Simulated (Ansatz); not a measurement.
Ansatz results at the PBE0-D4/def2-TZVP geometry: LUMO energy (ωB97M-V/def2-TZVPP) 0.84 eV; LUMO energy (PBE0/def2-TZVPP) -0.65 eV; LUMO energy (PBE/def2-TZVPP) -1.42 eV.

Each molecule was computed in one conformer, which needn't be the lowest.

Q: Which molecule gave them?
A. `CB(Cl)CBr`
B. `C[CH](F)[SnH2][F]`
C. `B1C[AsH]1`
D. `ClB(Cl)B1CN1`

A: B. The others give `CB(Cl)CBr`: 0.55, -1.47, -2.42; `ClB(Cl)B1CN1`: 0.36, -1.67, -2.53; `B1C[AsH]1`: 0.34, -1.63, -2.58.
